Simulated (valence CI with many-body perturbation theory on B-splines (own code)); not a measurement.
Values are calculated unless marked as measured or tabulated.
## Level structure of Co12+

Level of theory: relativistic CI+MBPT: five valence electrons over a frozen Dirac-Fock core [Ne], radial functions for each j: 11 s, 11 p, 10 d, 8 f, 5 g, 2 h, with the one-electron correlation potential Σ1 (screened to all orders), the two-electron term Σ2, the three-electron term Σ3, Breit, model QED; selected single and double excitations, second order for the rest, scaled by the run's own slope (own B-spline code, finite nucleus).

No measured spectrum was set against this ion. As an estimate, levels of excited configurations hold to 0.05 to 0.15 % of their energy, terms of the ground configuration to about 0.5 %. Among the levels kept, up to 3200 cm⁻¹ of a level comes from second order outside the variational space, and about a tenth of that is noise between levels of different J, which matters for small intervals.

Levels 46 to 90 of 174, with energies above the lowest level, 3s²3p³ ⁴S°_3/2. "Leading %" is the weight of the configuration and term that name the level; weights of strongly mixed levels are sums over their largest components and can fall short. In the jj column 3d3/2^4 stands for four electrons in 3d with j = 3/2.

```tsv
No.	Configuration	Term	J	E (cm⁻¹)	Leading %	g	Leading jj	Second component
46	3s3p³3d	⁶D°	9/2	676200	98	1.553	3s 3p1/2 3p3/2^2 3d5/2 (55 %)	
47	3p⁵	²P°	3/2	683790	58	1.333	3p1/2^2 3p3/2^3 (58 %)	33 % 3s3p³3d ²P°
48	3p⁵	²P°	1/2	701920	57	0.664	3p1/2 3p3/2^4 (57 %)	35 % 3s3p³3d ²P°
49	3s3p³3d	⁴D°	5/2	730960	82	1.339	3s 3p1/2^2 3p3/2 3d5/2 (26 %)	6 % 3s3p³3d ⁴F°
50	3s3p³3d	⁴D°	7/2	732070	88	1.420	3s 3p1/2 3p3/2^2 3d5/2 (61 %)	4 % 3s3p³3d ⁴F°
51	3s3p³3d	⁴D°	3/2	732130	79	1.097	3s 3p1/2^2 3p3/2 3d5/2 (24 %)	8 % 3s3p³3d ⁴F°
52	3s3p³3d	⁴D°	1/2	734620	93	0.004	3s 3p1/2 3p3/2^2 3d5/2 (46 %)	
53	3s3p³3d	⁴F°	3/2	741220	77	0.507	3s 3p1/2 3p3/2^2 3d3/2 (53 %)	8 % 3s²3p3d² ⁴F°
54	3s3p³3d	⁴F°	5/2	743980	80	1.060	3s 3p1/2 3p3/2^2 3d3/2 (56 %)	8 % 3s²3p3d² ⁴F°
55	3s3p³3d	⁴F°	7/2	747390	84	1.244	3s 3p1/2 3p3/2^2 3d3/2 (42 %)	8 % 3s²3p3d² ⁴F°
56	3s3p³3d	⁴F°	9/2	752020	87	1.331	3s 3p1/2 3p3/2^2 3d5/2 (62 %)	9 % 3s²3p3d² ⁴F°
57	3s3p³3d	²S°	1/2	776590	81	2.022	3s 3p1/2 3p3/2^2 3d5/2 (44 %)	13 % 3s²3p3d² ²S°
58	3s3p³3d	⁴G°	5/2	781180	90	0.582	3s 3p1/2 3p3/2^2 3d3/2 (37 %)	6 % 3s²3p3d² ⁴G°
59	3s3p³3d	⁴G°	7/2	782430	88	0.994	3s 3p1/2 3p3/2^2 3d3/2 (39 %)	5 % 3s²3p3d² ⁴G°
60	3s3p³3d	⁴G°	9/2	784180	89	1.179	3s 3p1/2 3p3/2^2 3d5/2 (43 %)	5 % 3s²3p3d² ⁴G°
61	3s3p³3d	⁴G°	11/2	786560	93	1.272	3s 3p1/2 3p3/2^2 3d5/2 (93 %)	5 % 3s²3p3d² ⁴G°
62	3s3p³3d	²G°	7/2	811750	84	0.901	3s 3p1/2 3p3/2^2 3d5/2 (33 %)	10 % 3s²3p3d² ²G°
63	3s3p³3d	²G°	9/2	811910	82	1.126	3s 3p1/2 3p3/2^2 3d3/2 (51 %)	9 % 3s²3p3d² ²G°
64	3s3p³3d	⁴D°	1/2	814860	89	0.050	3s 3p1/2^2 3p3/2 3d3/2 (37 %)	7 % 3s²3p3d² ⁴D°
65	3s3p³3d	⁴D°	3/2	816640	52	1.309	3s 3p1/2^2 3p3/2 3d3/2 (47 %)	24 % 3s3p³3d ⁴P°
66	3s3p³3d	⁴P°	5/2	818600	33	1.390	3s 3p1/2^2 3p3/2 3d3/2 (34 %)	22 % 3s3p³3d ⁴D°
67	3s3p³3d	⁴P°	1/2	820270	84	2.598	3s 3p1/2^2 3p3/2 3d3/2 (31 %)	8 % 3s²3p3d² ⁴P°
68	3s3p³3d	⁴P°	3/2	821480	52	1.567	3s 3p1/2^2 3p3/2 3d5/2 (33 %)	26 % 3s3p³3d ⁴D°
69	3s3p³3d	⁴P°	5/2	827630	56	1.469	3s 3p1/2 3p3/2^2 3d5/2 (45 %)	18 % 3s3p³3d ⁴D°
70	3s3p³3d	²D°	3/2	828320	61	0.858	3s 3p1/2 3p3/2^2 3d3/2 (28 %)	9 % 3s²3p3d² ²D°
71	3s3p³3d	²D°	5/2	829820	41	1.272	3s 3p1/2 3p3/2^2 3d5/2 (43 %)	40 % 3s3p³3d ⁴D°
72	3s3p³3d	⁴D°	7/2	832960	60	1.351	3s 3p1/2 3p3/2^2 3d5/2 (50 %)	28 % 3s3p³3d ⁴F°
73	3s3p³3d	⁴F°	9/2	834450	86	1.310	3s 3p3/2^3 3d5/2 (40 %)	5 % 3s3p³3d ²G°
74	3s3p³3d	⁴F°	7/2	835750	59	1.294	3s 3p3/2^3 3d5/2 (28 %)	23 % 3s3p³3d ⁴D°
75	3s3p³3d	⁴F°	5/2	836530	90	1.033	3s 3p1/2 3p3/2^2 3d3/2 (36 %)	
76	3s3p³3d	⁴F°	3/2	837800	92	0.429	3s 3p1/2 3p3/2^2 3d3/2 (59 %)	
77	3s3p³3d	⁴S°	3/2	845190	44	1.876	3s 3p1/2 3p3/2^2 3d3/2 (68 %)	40 % 3s3p³3d ⁴P°
78	3s3p³3d	⁴P°	5/2	847310	73	1.466	3s 3p1/2 3p3/2^2 3d5/2 (48 %)	12 % 3s3p³3d ²F°
79	3s3p³3d	⁴P°	3/2	848370	59	1.813	3s 3p1/2 3p3/2^2 3d5/2 (45 %)	28 % 3s3p³3d ⁴S°
80	3s3p³3d	²F°	7/2	849710	67	1.148	3s 3p1/2 3p3/2^2 3d5/2 (49 %)	16 % 3s²3p3d² ²F°
81	3s3p³3d	²F°	5/2	850870	49	1.015	3s 3p1/2 3p3/2^2 3d3/2 (29 %)	12 % 3s3p³3d ⁴P°
82	3s3p³3d	⁴P°	1/2	850920	95	2.621	3s 3p1/2 3p3/2^2 3d3/2 (32 %)	
83	3s3p³3d	²D°	5/2	865630	67	1.220	3s 3p1/2 3p3/2^2 3d5/2 (37 %)	6 % 3s²3p3d² ²D°
84	3s3p³3d	⁴D°	7/2	867830	77	1.399	3s 3p1/2^2 3p3/2 3d5/2 (31 %)	10 % 3s²3p3d² ⁴D°
85	3s3p³3d	²D°	3/2	868830	86	0.807	3s 3p1/2 3p3/2^2 3d5/2 (31 %)	7 % 3s²3p3d² ²D°
86	3s3p³3d	⁴D°	1/2	871170	48	0.321	3s 3p1/2^2 3p3/2 3d3/2 (26 %)	21 % 3s3p³3d ²P°
87	3s3p³3d	⁴D°	5/2	872400	67	1.334	3s 3p1/2 3p3/2^2 3d5/2 (37 %)	15 % 3s3p³3d ²D°
88	3s3p³3d	⁴D°	3/2	873050	78	1.207	3s 3p1/2 3p3/2^2 3d5/2 (30 %)	9 % 3s²3p3d² ⁴D°
89	3s3p³3d	²P°	3/2	879160	68	1.325	3s 3p1/2 3p3/2^2 3d5/2 (37 %)	14 % 3p⁵ ²P°
90	3s3p³3d	²P°	1/2	879410	37	0.393	3s 3p1/2 3p3/2^2 3d3/2 (34 %)	30 % 3s3p³3d ⁴D°
```

Names give the largest LS component (configuration and term), which can be under half, so a name can repeat, a term be missing and a line seem to break the LS rules; names also repeat where a configuration has a term twice.

Where two levels of one J and parity lie close, their mixing, g and order are uncertain.
